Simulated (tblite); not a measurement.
C₄H₆F₂O₂Si.
Z-matrix (Å and degrees, GFN2-xTB geometry), rows numbered from 1:
```
O 
C   1  1.2007
C   2  1.4864  1  124.54
O   3  1.4210  2  110.95  1  -164.46
C   4  1.4070  3  111.45  2  -164.01
C   5  1.5394  4  109.90  3    51.22
F   6  1.3829  5  109.78  4  -150.40
Si  6  1.9246  5  103.69  4   -29.38
F   8  1.6092  3  110.25  2    31.73
H   2  1.1036  1  122.49  3   177.95
H   3  1.0989  2  109.74  1   -41.82
H   5  1.0904  4  106.20  3   173.66
H   5  1.1003  4  110.85  3   -67.98
H   6  1.0950  5  111.44  4    92.81
H   8  1.4425  3  118.80  2   -94.77
```

All values are computed: GFN2-xTB (tblite) harmonic vibrations without scaling, gas phase. Against measured fundamentals such values can be off by several per cent, at times by over 20. Modes of hydrogen on silicon can be 10 to 20 % off. One conformer, not necessarily the lowest.

Harmonic wavenumbers (cm⁻¹): 43.3, 94.2, 135.3, 157.0, 175.9, 196.0, 275.6, 346.2, 374.3, 419.9, 523.8, 541.2, 569.0, 597.7, 666.5, 687.1, 832.4, 898.2, 942.6, 1019.8, 1024.4, 1050.9, 1066.4, 1103.9, 1107.2, 1170.0, 1218.1, 1255.0, 1257.8, 1317.0, 1344.3, 1465.0, 1768.5, 2454.0, 2813.4, 2858.1, 2881.0, 2927.0, 3002.4.

A = 2251, B = 1025, C = 804.9 MHz; mass 152.011 u (most abundant isotopes); point group C1, symmetry number 1.

Question: What is the zero-point energy?

Answer: ½Σν̃ = 21290 cm⁻¹ = 60.87 kcal/mol.

Question: Give the ideal-gas entropy at 200 K and 1 bar in the rigid-rotor, harmonic-oscillator model (classical rotation).

Answer: Translation 39.01, rotation 28.35, vibration 17.73: S = 85.1 cal/(mol K).

Question: And Cp and H(200 K) − H(0)?

Answer: Cp = 27.67 cal/(mol K), of which vibrations give 19.73 (their classical limit is 39 R = 77.5); H(200 K) − H(0) = 3.56 kcal/mol without the zero-point energy, 1.97 from vibrations.

Question: Which modes carry the vibrational entropy at 200 K?

Answer: 43.3 cm⁻¹: 4.31; 94.2 cm⁻¹: 2.80; 135.3 cm⁻¹: 2.12; 157.0 cm⁻¹: 1.85; 175.9 cm⁻¹: 1.65; 196.0 cm⁻¹: 1.46 cal/(mol K); the other 33 give 3.54 together.

Question: How do the functions run with temperature in this model?

Answer: 
```csv
T (K),S (cal/(mol K)),Cp (cal/(mol K)),H − H(0) (kcal/mol),G − H(0) (kcal/mol),ln q(vib)
100,69.5,18.2,1.26,-5.69,1.51
300,98.0,36.6,6.78,-22.62,6.43
500,120.4,51.2,15.66,-44.53,11.25
800,147.5,64.0,33.14,-84.88,17.95
1000,162.4,69.1,46.48,-115.91,22.00
```

q(vib) and H(0) count from the zero-point level.

Question: Blend soft modes into free rotors: weight 1/[1 + (100 cm⁻¹/ν̃)⁴] for the oscillator and the rest for a rotor with moment μB/(μ + B), μ = h/(8π²ν), B = 10⁻⁴⁴ kg m². What vibrational entropy results?

Answer: 16.68 cal/(mol K) in place of 17.73, which changes −T·S at 200 K by +0.21 kcal/mol.

Hindered rotation and anharmonicity are outside this model. Other conformers, if any are populated, would add a mixing term that is left out. The structure is chiral; the term R ln 2 for an equal mix with its mirror image is left out.

Time: 0.89 s wall. Hardware: one thread, Arm Neoverse N1 (aarch64), no GPU, shared host with 64 logical CPUs at a one-minute load of 61. The figure is for the frequency step alone.
